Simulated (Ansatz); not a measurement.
Input file for C4H3F5, SMILES `F[C@@H]1[C@@H](F)C(F)(F)[C@H]1F`:

```yaml
crystal:
  periodic: [false, false, false]
  atoms:
    - {symbol: F, position_ang: [-0.482444, -1.982131, -1.016065]}
    - {symbol: C, position_ang: [-0.298343, -0.652470, -0.796410]}
    - {symbol: C, position_ang: [-0.992671, -0.040959, 0.420904]}
    - {symbol: F, position_ang: [-2.157110, 0.616969, 0.212691]}
    - {symbol: C, position_ang: [0.272344, 0.809620, 0.630358]}
    - {symbol: F, position_ang: [0.187305, 2.001669, 0.022358]}
    - {symbol: F, position_ang: [0.681418, 1.001755, 1.893103]}
    - {symbol: C, position_ang: [1.046634, -0.218654, -0.212695]}
    - {symbol: F, position_ang: [1.978132, 0.256630, -1.072089]}
    - {symbol: H, position_ang: [-0.530701, -0.086002, -1.703129]}
    - {symbol: H, position_ang: [-1.109134, -0.767938, 1.229908]}
    - {symbol: H, position_ang: [1.481670, -0.993690, 0.424966]}
basis:
  gaussian: {orbitals: def2-TZVPP}
correlation: {method: ccsd_t}
output: {orbitals: {seedname: orbitals}}
```

```sh
$ ansatz run in.yaml --threads 2 --pin off --events-out ev --progress --plain --max-ram 32768MiB --backend cuda --devices 0, --max-vram 18GiB
```

Log, shortened:

```
Functional definition: HF
2073 factors; integrals over basis functions are off by at most 8.1e-4 eV
mean field evaluation 1: about -17700.1100 eV, gradient 4.7e1 eV
mean field evaluation 2: about -17700.4950 eV, gradient 4.7e1 eV
mean field evaluation 4: about -17704.8898 eV, gradient 5.6e0 eV
mean field evaluation 8: about -17704.9772 eV, gradient 2.6e-1 eV
mean field -17704.97741155 eV, -650.6459190099 hartree, gradient 2.6e-6 eV, S^2 0.000000; 0 other end points of the search recorded, 0 dependent functions left out
9 core orbitals not correlated: weight in the atoms' cores, before any rotation towards them, 1.000 or more for the frozen orbitals, at most 0.000 for the correlated occupied ones
reference -17704.97741155 eV, -650.6459190099 hartree; 27, 27 occupied and 285, 285 virtual orbitals, 2073 factors
second order -50.89278730 eV of doubles, -0.00000000 eV of singles
cycle   1  -50.28170162 eV  change    6.1e-1 eV  update   1.4e-1
cycle   2  -51.29953898 eV  change    -1.0e0 eV  update   4.1e-2
cycle   3  -51.53807387 eV  change   -2.4e-1 eV  update   1.9e-2
cycle   4  -51.51191953 eV  change    2.6e-2 eV  update   3.7e-3
cycle   5  -51.50847964 eV  change    3.4e-3 eV  update   1.5e-3
cycle   6  -51.51036932 eV  change   -1.9e-3 eV  update   4.6e-4
cycle   7  -51.51028405 eV  change    8.5e-5 eV  update   1.9e-4
cycle   8  -51.51005964 eV  change    2.2e-4 eV  update   5.7e-5
cycle   9  -51.51006177 eV  change   -2.1e-6 eV  update   2.2e-5
perturbative correction -1.78771554 eV, -0.0656973342 hartree
Total energy: -17758.27518886 eV, -652.6045761992 hartree
```

Hardware: 2 threads of an AMD EPYC 7R13 on a shared host and a share of an NVIDIA H100 80 GB. Wall time 16 s, peak host memory 0.84 GiB.

Correlation energy per correlated electron: -0.987 eV. T1 diagnostic: 0.0117.
